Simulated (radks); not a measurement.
Problem. Se, configuration [Ar] 3d9 4s2 4p5 (not the ground configuration). All-electron calculation, Dirac Kohn-Sham, PBE, spin-unpolarised, spherical densities, finite nucleus; open shells fill j = l - 1/2 first; Fermi nuclear charge, rms radius 4.14 fm. Program: a radial shooting solver on a logarithmic mesh with Libxc functionals. Some entries of the table are withheld. Estimate them.

orbital,occ.,eigenvalue (Ry),r(max) (bohr)
1s1/2,2,-919.8082,(1)
2s1/2,2,-119.2048,0.1646
2p1/2,2,-107.0438,(2)
2p3/2,4,-103.9758,(3)
3s1/2,2,-16.56866,0.5006
3p1/2,2,-12.40306,(4)
3p3/2,4,-11.96103,(5)
3d3/2,4,-4.78555,(6)
3d5/2,5,-4.71609,(7)
4s1/2,2,-1.43260,1.457
4p1/2,2,-0.59376,1.684
4p3/2,3,-0.56041,1.716

Solution. 
(1) 1s1/2 r(max) (bohr): 0.02880
(2) 2p1/2 r(max) (bohr): 0.1296
(3) 2p3/2 r(max) (bohr): 0.1327
(4) 3p1/2 r(max) (bohr): 0.4923
(5) 3p3/2 r(max) (bohr): 0.5007
(6) 3d3/2 r(max) (bohr): 0.4455
(7) 3d5/2 r(max) (bohr): 0.4481
